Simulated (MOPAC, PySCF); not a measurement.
H6InN3, SMILES `[NH2][In]([NH2])[NH2]`, neutral singlet in the gas phase. 

Cartesian coordinates (Å):
```xyz
10

N     -1.4131    -1.3635    -0.4440
In     0.0010     0.0003     0.0191
N     -0.5308     1.9147     0.3653
N      1.9169    -0.5855     0.2507
H     -1.2204    -2.3354    -0.2587
H     -2.3712    -1.1606    -0.2050
H      0.1651     2.6383     0.2798
H     -1.4097     2.2455    -0.0005
H      2.6512     0.0990     0.1632
H      2.2109    -1.4528    -0.1699
```
Charge 0, spin multiplicity 1.

All levels are single points at this geometry (CAM-B3LYP-D3(BJ)/def2-TZVP); Pople sets use spherical d functions. Orbital energies aren't observables, and empty levels follow the basis.

HF/6-31G* (LANL2DZ on In) in PySCF gives dipole (D) = 1.10.

Estimate the dipole (D) from each of these levels: CAM-B3LYP-D3(BJ)/def2-TZVP in PySCF; PBE-D3(BJ)/def2-TZVP in PySCF; TPSSh-D3(BJ)/def2-TZVP in PySCF; B3LYP/6-311+G** (LANL2DZ on In) in PySCF; B3LYP/6-31G* (LANL2DZ on In) in PySCF; B3LYP/LANL2DZ in PySCF; BP86/6-31G* (LANL2DZ on In) in PySCF; M06-2X/6-31G* (LANL2DZ on In) in PySCF; PBE/6-31G* (LANL2DZ on In) in PySCF; SVWN5/6-31G* (LANL2DZ on In) in PySCF; AM1 in MOPAC; PM7 in MOPAC.


| level | dipole (D) |
|---|---|
| CAM-B3LYP-D3(BJ)/def2-TZVP in PySCF | 0.84 |
| PBE-D3(BJ)/def2-TZVP in PySCF | 0.74 |
| TPSSh-D3(BJ)/def2-TZVP in PySCF | 0.77 |
| B3LYP/6-311+G** (LANL2DZ on In) in PySCF | 0.86 |
| B3LYP/6-31G* (LANL2DZ on In) in PySCF | 0.93 |
| B3LYP/LANL2DZ in PySCF | 1.16 |
| BP86/6-31G* (LANL2DZ on In) in PySCF | 0.88 |
| M06-2X/6-31G* (LANL2DZ on In) in PySCF | 0.99 |
| PBE/6-31G* (LANL2DZ on In) in PySCF | 0.87 |
| SVWN5/6-31G* (LANL2DZ on In) in PySCF | 0.92 |
| AM1 in MOPAC | 0.89 |
| PM7 in MOPAC | 1.25 |
